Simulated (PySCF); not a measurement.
Molfile (atoms numbered from 1):
```
C2H8N2OSi
     RDKit          3D

 14 13  0  0  0  0  0  0  0  0999 V2000
    1.3084    1.3626   -0.0159 N   0  0  0  0  0  0  0  0  0  0  0  0
    0.7777    0.2522    1.2067 Si  0  0  0  0  0  4  0  0  0  0  0  0
   -0.0010   -1.1901    0.2345 C   0  0  0  0  0  0  0  0  0  0  0  0
   -1.3599   -0.8247   -0.2945 C   0  0  0  0  0  0  0  0  0  0  0  0
   -1.3338    0.0944   -1.2969 N   0  0  0  0  0  0  0  0  0  0  0  0
   -2.3945   -1.3101    0.1076 O   0  0  0  0  0  0  0  0  0  0  0  0
    1.9722    1.0307   -0.7004 H   0  0  0  0  0  0  0  0  0  0  0  0
    1.5882    2.2838    0.2838 H   0  0  0  0  0  0  0  0  0  0  0  0
    1.8363   -0.2941    2.0696 H   0  0  0  0  0  0  0  0  0  0  0  0
   -0.1979    1.0023    1.9914 H   0  0  0  0  0  0  0  0  0  0  0  0
    0.6407   -1.4686   -0.6008 H   0  0  0  0  0  0  0  0  0  0  0  0
   -0.1114   -2.0586    0.8797 H   0  0  0  0  0  0  0  0  0  0  0  0
   -0.5103    0.6549   -1.4344 H   0  0  0  0  0  0  0  0  0  0  0  0
   -2.2155    0.4647   -1.6127 H   0  0  0  0  0  0  0  0  0  0  0  0
  1  2  1  0
  2  3  1  0
  3  4  1  0
  4  5  1  0
  4  6  2  0
  1  7  1  0
  1  8  1  0
  2  9  1  0
  2 10  1  0
  3 11  1  0
  3 12  1  0
  5 13  1  0
  5 14  1  0
M  END
```

Method: geometry: GFN2-xTB, PBE0/pcSseg-1 with gauge-including orbitals, in PySCF (averaged over atoms made equivalent by symmetry, fast rotation or ring inversion, single conformer, in vacuum, relativity neglected).

Shifts are taken against calculated references (same method and geometry level): 13C (186.93 ppm), 1H (31.72 ppm), 29Si (349.16 ppm) vs TMS; 15N (267.73 ppm) against NH3; H2O for 17O (336.08 ppm).

```json
{"atoms": "N5", "nucleus": "15N", "count": "1", "Hirshfeld charge": "-0.18", "δ (ppm)": "119.0"}
{"atoms": "C3", "nucleus": "13C", "count": "1", "Hirshfeld charge": "-0.17", "δ (ppm)": "?"}
{"atoms": "O6", "nucleus": "17O", "count": "1", "Hirshfeld charge": "-0.31", "δ (ppm)": "438.2"}
{"atoms": "Si2", "nucleus": "29Si", "count": "1", "Hirshfeld charge": "0.38", "δ (ppm)": "-29.3"}
{"atoms": "H11/H12", "nucleus": "1H", "count": "2", "Hirshfeld charge": "0.05", "δ (ppm)": "1.70"}
{"atoms": "H13", "nucleus": "1H", "count": "1", "Hirshfeld charge": "0.11", "δ (ppm)": "?"}
{"atoms": "N1", "nucleus": "15N", "count": "1", "Hirshfeld charge": "-0.30", "δ (ppm)": "12.1"}
{"atoms": "H9/H10", "nucleus": "1H", "count": "2", "Hirshfeld charge": "-0.08", "δ (ppm)": "4.87"}
{"atoms": "C4", "nucleus": "13C", "count": "1", "Hirshfeld charge": "0.17", "δ (ppm)": "172.7"}
{"atoms": "H7/H8", "nucleus": "1H", "count": "2", "Hirshfeld charge": "0.12", "δ (ppm)": "0.14"}
{"atoms": "H14", "nucleus": "1H", "count": "1", "Hirshfeld charge": "0.14", "δ (ppm)": "?"}
```

Q: Estimate the values marked ?.

A: 
- C3: 25.9 ppm, sp3 CH2 bonded to Si, α to a carbonyl; the adjacent C=O deshields it moderately
- H13: 5.77 ppm, hydrogen on an amide-type nitrogen; exchangeable; this is the value without hydrogen bonding to other molecules
- H14: 4.36 ppm, hydrogen on an amide-type nitrogen; exchangeable; this is the value without hydrogen bonding to other molecules

Exchangeable OH/NH protons stand at their gas-phase positions; hydrogen bonding in a real sample shifts them, mostly to higher δ. Rotation about the amide-type C–N bond is slow at room temperature, so the two groups on nitrogen are listed apart. Shifts are as computed. Against solution values, carbons near 30 ppm lie about +3 ppm off and those near 130 ppm about +5 ppm. Of 1211 compounds with measured shifts, 218 miss one by over three times the rms of a fit or turn the order of signals round; such compounds aren't used in these exercises. Hydrogen bonding in solution shields acid and N–H amide carbonyl oxygens by tens of ppm. Hydrogen bonding in solution deshields acid and N–H amide carbonyl carbons by as much as 10 ppm beyond these values. Unscaled 17O shifts of doubly bonded oxygen tend to come out too high, by tens of ppm or more. Experimental scales use liquid or dissolved standards, which lie at an offset from isolated NH3 (liquid NH3: subtract about 20 ppm) and H2O (liquid H2O: subtract about 36 ppm).
